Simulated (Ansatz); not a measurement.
Relaxation of ClGaH$_{3}$NO (7 atoms, charge 0, multiplicity 1), to a largest force component of 0.03 eV/Å in at most 50 steps.

Theory: RHF/def2-SVP in Ansatz.

```xyz
7
Properties=species:S:1:pos:R:3
Ga -0.511 0.321 0.528
N 0.480 -0.161 -1.010
O 0.258 -0.722 1.718
H 0.878 -1.114 1.098
Cl -2.099 1.704 0.861
H -0.033 -0.597 -1.759
H 1.027 0.569 -1.436
```

Where does it end, and by what steps?

The run converged. After 12 steps the energy has fallen by 0.673 eV; H7 moved furthest, 1.14 Å.

```csv
step,energy less start (eV),largest force component (eV/Å),accepted
0,0.0000,0.941,yes
1,-0.2032,0.985,yes
2,-0.3297,0.519,yes
3,-0.3865,1.139,yes
4,-0.4217,0.228,yes
5,-0.4425,0.458,yes
6,-0.4540,1.522,yes
7,-0.5578,0.680,yes
8,-0.6142,0.304,yes
9,-0.6581,0.213,yes
10,-0.6718,0.213,yes
11,-0.6732,0.032,yes
12,-0.6733,0.004,yes
```

```xyz
7
Properties=species:S:1:pos:R:3
Ga -0.326 0.275 0.447
N 0.282 0.095 -1.238
O 0.087 -0.817 1.768
H 0.662 -1.551 1.626
Cl -1.637 1.904 0.929
H 0.892 -0.631 -1.554
H 0.041 0.725 -1.977
```

Whether the end is a true minimum wasn't checked by a vibrational analysis.

The run took 16 s on 2 threads of Intel(R) Xeon(R) 6975P-C (Granite Rapids), on a shared host, peak memory 0.21 GiB.
